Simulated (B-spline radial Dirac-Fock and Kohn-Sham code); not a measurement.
Pd⁴⁺ 3d3/2: cross section and angular parameters

System: the Pd⁴⁺ ion, configuration [Kr] 4d6; threshold 412.6 eV (orbital energy of the model). These are calculated numbers from a radial B-spline solver; the model is Dirac-Hartree-Slater photoionisation with a Latter tail; cross sections with all multipoles, angular parameters from the dipole term and its interference with E2.

Input file task.json (cfg lists n, l and occupation; rrms is the nuclear radius in fm):

```json
{"items": [{
  "Z": 46,
  "q": 4,
  "cfg": [[1, 0, 2], [2, 0, 2], [2, 1, 6], [3, 0, 2], [3, 1, 6], [3, 2, 10], [4, 0, 2], [4, 1, 6], [4, 2, 6]],
  "A": 106,
  "rrms": 4.5318,
  "do": "xps",
  "hv": [58.2, 117.0, 119.0, 182.0, 200, 204.0, 274.0, 300, 316.0, 325.0, 375.0, 378.0, 524.0, 645.0, 1000, 1230.0, 1253.6, 1890.0, 2984.4, 3960.0, 4000, 4470.0, 5320.0, 5520.0, 8047.8, 10100.0, 10700.0, 11700.0, 12000, 13000.0]
}]}
```

Run with: `python xray2_run.py task.json out`

For linearly polarised light dσ/dΩ = σ/(4π) [1 + β P₂(cos θ) + (δ + γ cos²θ) sin θ cos φ], with θ from the polarisation vector and φ the angle between the beam and the projection of the electron momentum on the plane normal to the polarisation.

```csv
hν (eV),σ (kb),β,γ,δ
524,1200,0.556,-0.056,0.007
645,793,0.854,-0.049,0.019
1000,273,1.167,0.079,0.040
1230,155,1.221,0.179,0.049
1253.6,147,1.224,0.189,0.050
1890,43.5,1.223,0.436,0.072
2984.4,9.99,1.118,0.745,0.109
3960,3.80,1.023,0.941,0.144
4000,3.67,1.019,0.947,0.145
4470,2.48,0.978,1.022,0.162
5320,1.33,0.911,1.135,0.192
5520,1.16,0.896,1.159,0.199
8047.8,0.284,0.747,1.382,0.287
10100,0.118,0.658,1.495,0.354
10700,?,?,?,?
11700,0.0663,0.602,1.559,0.405
12000,0.0600,0.592,1.570,0.414
13000,0.0436,0.563,1.600,0.444
```

Q: Give the values at 10700 eV.

A: σ = 0.0943 kb, β = 0.636, γ = 1.521, δ = 0.374.
